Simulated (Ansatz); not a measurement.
Reaction (ligand exchange at the Hf–Br bond): `[OH][Hf]([OH])([OH])[Br]` + H–F → `[OH][Hf]([OH])([OH])[F]` + HBr

Isolated molecules relaxed with PBE0-D4/def2-TZVP in Ansatz; ΔE leaves out vibrations. CCSD(T)/CBS is the MP2 limit (def2-TZVPP, def2-QZVPP) plus CCSD(T) − MP2 in def2-TZVPP, frozen cores. This one scheme is used for every species. DFT in def2-TZVPP. Elements past krypton have def2 core potentials. For Br, Hf outer-core shells are correlated without core-valence functions, which leaves a few kJ/mol of doubt a bond. Scalar relativity is left out up to krypton. One conformer a species, not always the lowest.

```
        level  ΔE (kcal/mol)
       PBE-D4           -3.2
    revPBE-D4           -3.4
   r2SCANh-D4           -2.3
   r2SCAN0-D4           -1.3
          PBE           -4.0
         PBE0           -2.0
HF/def2-TZVPP           -1.5
 HF/CBS(def2)           -1.9
```

(1) What does CCSD(T)/CBS give? (Estimate.)

Largest T1 diagnostic among the species: 0.015.

Results:

(1) The calculation gave: -0.7 kcal/mol. The listed levels differ from it by -2.5, -2.7, -1.6, -0.6, -3.3, -1.3, -0.8, -1.2 kcal/mol.

The D4 term adds +1.2 kcal/mol with B3LYP and +0.7 kcal/mol with PBE0; it sums over pairs of atoms, weighted by their polarisabilities, and B3LYP, whose exchange is more repulsive, gets the larger term. Leaving LDA and LC-ωPBE aside and taking each functional with its dispersion term where it has one, the values, not all of them listed here, spread over 5.2 kcal/mol, from BLYP-D4 to PBE-QIDH. LDA lies +0.9 kcal/mol from PBE without D4.

B3LYP here is the variant with VWN-RPA as its local correlation; programs differ in this.
